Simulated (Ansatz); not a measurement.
Species: sum formula SiN3H5Br (charge 0, doublet). It need not be the lowest isomer of its formula. 
Coordinates optimised at B3LYP-D3(BJ)/def2-TZVP (Ansatz, a first-principles code):
SMILES: N[Si](Br)(N)[NH]
```xyz
10

Si    -0.1120    -0.0854    -0.8626
Br     0.2123     0.1258     1.3706
N      1.4758    -0.5194    -1.4190
N     -0.8366     1.3764    -1.3359
N     -1.1108    -1.3574    -1.3654
H      2.1664     0.2234    -1.2968
H     -1.2560     1.4858    -2.2447
H     -0.6674     2.2483    -0.8640
H     -0.7150    -2.2718    -1.5146
H     -2.0901    -1.3902    -1.1348
```
Charge 0, spin multiplicity 2.

Computed values are from Ansatz. Correlated levels leave the core frozen unless marked. Open shells are spin-unrestricted. Spin-orbit coupling is left out. The frozen core is the preceding noble-gas configuration, with the filled d and f shells of earlier blocks. Non-relativistic. CBS marks a two-point X^-3 extrapolation of the correlation energy; Hartree-Fock from the larger set. [CCSD(T)-MP2]/basis is that difference in the basis named.

Question: What is the dipole moment at CCSD(T)/def2-SVPD?

Answer: 2.40 D.

Question: What is the atomisation energy De at RI-MP2/CBS(def2-TZVPP,def2-QZVPP)+[CCSD(T)-MP2]/def2-TZVPP?

Answer: 3369.4 kJ/mol.

Question: What is the total energy at RI-MP2/CBS(def2-TZVPP,def2-QZVPP)+[CCSD(T)-MP2]/def2-TZVPP?

Answer: -3028.9557 Eh.

Question: What is the T1 diagnostic at CCSD/def2-TZVPP?

Answer: 0.013.
